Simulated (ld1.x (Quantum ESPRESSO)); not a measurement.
## Which change was made? (Cs, TM)

```json
{"Element": "Cs", "Generator": "ld1.x (Quantum ESPRESSO) 7.5", "Type": "norm-conserving Troullier–Martins (Kleinman–Bylander form)", "Functional": "Wu–Cohen", "Relativity": "scalar-relativistic", "Frozen core": "[Xe]", "Valence charge": "1", "Reference configuration": "5d0 6s1 6p0", "Partial waves": "6p (bound, empty): rc 3.90 bohr; 5d (bound, empty): rc 4.20 bohr; 6s (bound): rc 4.15 bohr", "Local potential": "the s channel", "Core correction": "Bessel-smoothed model core inside 2.60 bohr"}
```

Cutoffs, loose and tight: the cutoffs (Ry, on a coarse ladder) from which the occupation-weighted sum of valence levels, in a spherical-Bessel basis at the reference potential, stays within 10 and 1 mRy of its value at 400 Ry. They do not see the model core or the augmentation charge, which bear on the density cutoff. Test errors are all-electron minus pseudo excitation energies from the reference, over the configurations 5d0 6s0.5 6p0; 5d0 6s0 6p1; 5d1 6s0 6p0; 5d0.5 6s0.5 6p0; variants that change the core or the reference have their own tests.

The base gives: outcome: generated; cutoff, loose: 6 Ry; cutoff, tight: 6 Ry; bound ghosts: p; largest test error (meV): -10.

On the changes marked as counting shells twice: ld1.x takes every shell without a wave as core, so the model core holds the marked electrons as well and exchange and correlation see them twice. This cancels in the reference configuration, but the file is broken for other ones, and its errors say nothing about a proper core correction.

After one change the result is: outcome: generated; cutoff, loose: 6 Ry; cutoff, tight: 6 Ry; bound ghosts: none; largest test error (meV): -18. Which change was it?
A. all radii but the core radius scaled by about 1.27 (s 5.26, p 4.94, d 5.32 bohr)
B. core [Kr] 4d10, valence charge 9; reference 5s2 5p6 5d0 6s0.5 6p0.5; waves now 5s (bound): rc 2.95 bohr; 5p (bound): rc 3.20 bohr; 5d (bound): rc 3.55 bohr; local potential all-electron potential smoothed inside 2.40 bohr (lloc = -1); core correction a·sin(br)/r model core, default radius (core density twice the valence density) (6p, 6s counted twice)
C. wave 6s (bound): rc 4.15 bohr becomes 6s (bound): rc 5.66 bohr

A. The others give: core [Kr] 4d10, valence charge 9; reference 5s2 5p6 5d0 6s0.5 6p0.5; waves now 5s (bound): rc 2.95 bohr; 5p (bound): rc 3.20 bohr; 5d (bound): rc 3.55 bohr; local potential all-electron potential smoothed inside 2.40 bohr (lloc = -1); core correction a·sin(br)/r model core, default radius (core density twice the valence density) (6p, 6s counted twice) → outcome: generated, misses its reference levels by 0.21 eV; cutoff, loose: 10 Ry; cutoff, tight: 18 Ry; bound ghosts: none; largest test error (meV): -316 | wave 6s (bound): rc 4.15 bohr becomes 6s (bound): rc 5.66 bohr → outcome: generated; cutoff, loose: 6 Ry; cutoff, tight: 6 Ry; bound ghosts: p; largest test error (meV): -19.
